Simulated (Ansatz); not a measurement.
`C[Si]1(C)C=CC=C1C1=CC=C[Si]1(C)C` with charge -1. The state is a doublet with charge -1. Geometry PBE-D4/def2-SVP, that of the neutral singlet; atoms count from 1.

```xyz
32

C     1.428   -3.161   -0.195
Si    0.144   -2.141   -1.139
C     0.732   -1.759   -2.897
C    -1.592   -2.870   -1.067
C    -2.376   -1.969   -0.398
C    -1.738   -0.735    0.076
C    -0.392   -0.572   -0.189
C     0.393    0.569    0.195
C     1.740    0.731   -0.068
C     2.376    1.968    0.400
C     1.591    2.872    1.063
Si   -0.144    2.142    1.139
C    -1.431    3.153    0.188
C    -0.731    1.770    2.899
H     1.625   -4.127   -0.703
H     1.072   -3.375    0.833
H     2.389   -2.611   -0.116
H     0.920   -2.691   -3.469
H     1.673   -1.171   -2.879
H    -0.032   -1.166   -3.439
H    -1.997   -3.818   -1.452
H    -3.451   -2.130   -0.203
H    -2.337    0.018    0.620
H     2.340   -0.024   -0.608
H     3.452    2.128    0.207
H     1.996    3.821    1.445
H    -1.072    3.366   -0.839
H    -1.636    4.119    0.693
H    -2.387    2.596    0.108
H     0.031    1.176    3.443
H    -0.912    2.706    3.467
H    -1.674    1.186    2.886
```

The highest occupied level of the charge -1 doublet lies above zero (up to 0.82 eV). By energy differences its removal costs 0.63 eV (vertical, to the charge 0 singlet, at PBE0-D4/def2-SVP); self-interaction error and the lack of diffuse functions both raise the level.

Q: Estimate the Mulliken populations of the heavy atoms from the PBE0/def2-SVP orbitals of Ansatz.

A: 
```tsv
atom	charge (e)	spin (α − β)
C1	-0.31	0.01
Si2	0.62	0.01
C3	-0.31	0.01
C4	-0.33	0.30
C5	-0.01	-0.07
C6	-0.12	0.26
C7	-0.22	0.02
C8	-0.22	0.02
C9	-0.12	0.26
C10	-0.01	-0.07
C11	-0.33	0.30
Si12	0.62	0.01
C13	-0.31	0.01
C14	-0.31	0.01
```
Mulliken values and Mayer orders depend strongly on the basis.

Q: Where does the spin sit?

A: Summed by element: C 1.03, Si 0.02, H -0.05, of 1 unpaired in all. Largest on single atoms: C4 0.30, C11 0.30, C6 0.26.

Q: And the Mayer bond orders between bonded heavy atoms (over 0.3)?

A: C1–Si2 0.99 (1.89 Å); Si2–C3 0.99 (1.89 Å); Si2–C4 0.98 (1.88 Å); Si2–C7 0.93 (1.91 Å); C4–C5 1.61 (1.37 Å); C5–C6 1.22 (1.47 Å); C6–C7 1.45 (1.38 Å); C7–C8 1.33 (1.44 Å); C8–C9 1.45 (1.38 Å); C8–Si12 0.93 (1.91 Å); C9–C10 1.22 (1.47 Å); C10–C11 1.61 (1.37 Å); C11–Si12 0.98 (1.88 Å); Si12–C13 0.99 (1.89 Å); Si12–C14 0.99 (1.89 Å).
